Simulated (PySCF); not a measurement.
Ta⁶⁷⁺ (tantalum, charge +67) across methods

[He] 2s2 2p2, high-spin 3P determinant. Computed with PySCF 2.14 in an even-tempered Gaussian basis (18 s from 46 bohr⁻², ratio 2.2; 13 p from 59 bohr⁻², ratio 2.2; 5 d from 220 bohr⁻², ratio 2.4; 5 f from 330 bohr⁻², ratio 2.4; 4 g from 490 bohr⁻², ratio 2.4), with scalar relativity by spin-free X2C-1e.

```
 method  E (hartree)  mean ε 2s α (eV)  mean ε 2s β (eV)  mean ε 2p α (eV)  Σ⟨r²⟩ (bohr²)   ⟨S²⟩
r2SCAN0     -8369.40          -18104.6          -18013.3          -16860.0        0.02528  2.000
    PBE     -8369.64          -18042.9          -17977.7          -16802.6        0.02529  2.000
 r2SCAN     -8369.55          -18064.7          -17985.0          -16822.8        0.02528  2.000
   PBE0     -8369.46          -18088.4          -18007.9          -16844.9        0.02529  2.000
    LDA     -8360.46          -18029.2          -17962.8          -16792.9        0.02531  2.000
    UHF  -8368.76399          -18223.6          -18096.5          -16970.9        0.02528  2.000
  TPSSh     -8369.99          -18068.9          -17994.6          -16824.9        0.02528  2.000
```

Spin-orbit coupling is strong in this species (close to jj coupling), so the high-spin LS determinant is a model state, not a physical level.
